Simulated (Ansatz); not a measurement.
Born–Oppenheimer molecular dynamics of C$_{2}$H$_{6}$BF$_{2}$N (12 atoms, charge 0, multiplicity 1). It starts at the highest image of a converged band. Of that band: Neighbouring images differ by up to 2.1 eV, so the band resolves the path poorly. A vibrational analysis at the climbing image gives one clearly imaginary mode, 681i cm⁻¹: a first-order saddle point.

Method: RKS B3LYP-D4/def2-SVP (Ansatz 0.2.0).

* ensemble: NVE (velocity Verlet)
* time step: 0.5 fs
* steps asked: 200
* starting velocities drawn for: 100 K
* seed: 2575

First frame:

```xyz
12
Properties=species:S:1:pos:R:3
B 0.122 0.342 1.280
N 0.571 -0.081 -0.236
C 0.047 0.686 -1.358
C 0.000 -1.228 0.092
H -0.715 -0.644 1.579
F 1.164 0.332 2.152
F -0.628 1.481 1.190
H -0.904 0.274 -1.746
H -0.122 1.724 -1.044
H 0.784 0.686 -2.176
H 0.541 -1.933 0.733
H -0.861 -1.640 -0.466
```

(1) How far do the bonds stretch over the last three quarters of this one trajectory? (Pairs bonded in most of those frames.)

## Answers

(1) 
```json
{"bond": "B1–N2", "mean (Å)": "1.442", "spread (Å)": "0.041", "shortest": "1.36", "longest": "1.50"}
{"bond": "B1–F6", "mean (Å)": "1.351", "spread (Å)": "0.035", "shortest": "1.30", "longest": "1.42"}
{"bond": "B1–F7", "mean (Å)": "1.367", "spread (Å)": "0.054", "shortest": "1.27", "longest": "1.49"}
{"bond": "N2–C3", "mean (Å)": "1.466", "spread (Å)": "0.055", "shortest": "1.38", "longest": "1.59"}
{"bond": "N2–C4", "mean (Å)": "1.511", "spread (Å)": "0.072", "shortest": "1.38", "longest": "1.64"}
{"bond": "C3–H8", "mean (Å)": "1.111", "spread (Å)": "0.024", "shortest": "1.07", "longest": "1.15"}
{"bond": "C3–H9", "mean (Å)": "1.103", "spread (Å)": "0.008", "shortest": "1.09", "longest": "1.12"}
{"bond": "C3–H10", "mean (Å)": "1.104", "spread (Å)": "0.009", "shortest": "1.08", "longest": "1.12"}
{"bond": "C4–H5", "mean (Å)": "1.120", "spread (Å)": "0.064", "shortest": "1.01", "longest": "1.21"}
{"bond": "C4–H11", "mean (Å)": "1.106", "spread (Å)": "0.012", "shortest": "1.08", "longest": "1.13"}
{"bond": "C4–H12", "mean (Å)": "1.111", "spread (Å)": "0.011", "shortest": "1.09", "longest": "1.13"}
```

Mean temperature of the second half: 1240 K. The conserved energy stayed within 0.26 meV per atom of its start (net change -0.17 meV per atom), so the integration is sound. The kinetic energy rose, since the run started high on the potential surface and went downhill. A run of 0.1 ps of so small a system gives no equilibrium averages. The orbitals stay closed-shell, which can raise the energy where a bond breaks towards radicals; this wasn't checked here.

Time of the run: 6.2 min on 2 threads of Intel(R) Xeon(R) 6975P-C (Granite Rapids), with other jobs on the host, peak memory 0.28 GiB.
